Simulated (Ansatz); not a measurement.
H4NO2Sc, SMILES `[NH2][Sc]([OH])[OH]` from Hartree–Fock to CCSD(T)

```tsv
atom	x (Å)	y (Å)	z (Å)
N1	1.155	-1.180	0.033
Sc2	-0.234	0.239	-0.007
O3	-1.151	0.460	-1.627
O4	-0.479	1.207	1.580
H5	1.410	-1.789	-0.734
H6	1.736	-1.426	0.824
H7	-1.707	0.704	-2.360
H8	-0.731	1.787	2.291
```

Total charge 0; spin multiplicity 1. Correlated methods include outer-core shells of Sc, which these sets cover unevenly. Scalar relativity is left out up to krypton. Geometry: relaxed with PBE0-D4/def2-TZVP. It is one conformer, not always the lowest. Frozen core, restricted reference, the Gaussian-basis code of Ansatz.

```tsv
basis	HF (Eh)	MP2 corr.	CCSD corr.	(T)	CCSD(T) total
def2-SVP	-966.17733	-0.77279	-0.80175	-0.01988	-966.99896
def2-TZVPP	-966.54246	-1.00944	-1.02825	-0.03878	-967.60949
def2-QZVPP	-966.56590	-1.10929	–	–	–
```
